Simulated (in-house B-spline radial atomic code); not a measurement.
Ionising the iridium ion Ir²⁺ with different functionals

Computed with a radial B-spline atomic code at the basis-set limit: scalar-relativistic (spin-free X2C) Hamiltonian, Fermi nucleus of rms radius 5.4032 fm, spin-polarised at highest spin, spherical fractional occupations for the functionals, the average over the highest-spin determinants for Hartree-Fock. The ionisation energy is the difference of two self-consistent energies, [Xe] 4f14 5d7 → [Xe] 4f14 5d6, without Breit or QED terms; ε is the level of the shell that loses the electron (its least bound occupied spin orbital). There is no spin-orbit coupling in this Hamiltonian.

Hybrids are left out here: with spherical fractional occupations of an open shell their exact exchange keeps a self-interaction that integer-occupation calculations don't have.

```
           method          rung  ΔSCF (eV)  -ε(5d) (eV)
     Hartree-Fock  Hartree-Fock      26.98        28.16
         LDA VWN5           LDA      29.53        23.66
         LDA PW92           LDA      29.53        23.66
LDA exchange-only           LDA      27.69        21.94
              PBE           GGA      29.02        23.19
           PBEsol           GGA          ?            ?
             BLYP           GGA      29.08        23.21
             RPBE           GGA      28.88        23.06
             PW91           GGA      29.12        23.29
             BP86           GGA          ?            ?
             AM05           GGA      29.09        23.25
             OLYP           GGA      28.90        23.04
             TPSS      meta-GGA      28.84        23.02
             SCAN      meta-GGA      28.76        23.00
           r2SCAN      meta-GGA      28.67        22.93
          revTPSS      meta-GGA      28.80        22.99
```

What does PBEsol give?

ΔSCF 29.06 eV, and -ε(5d) = 23.24 eV.

What does BP86 give?

ΔSCF 29.20 eV, and -ε(5d) = 23.37 eV.

How do they compare with the NIST value?

NIST lists 28 eV ± 1.6 (tabulated theory, ground level to ground level). Errors run from -1.02 to +1.53 eV; all lie within about twice that uncertainty, so the table can't rank the methods. Hartree-Fock also lacks correlation.
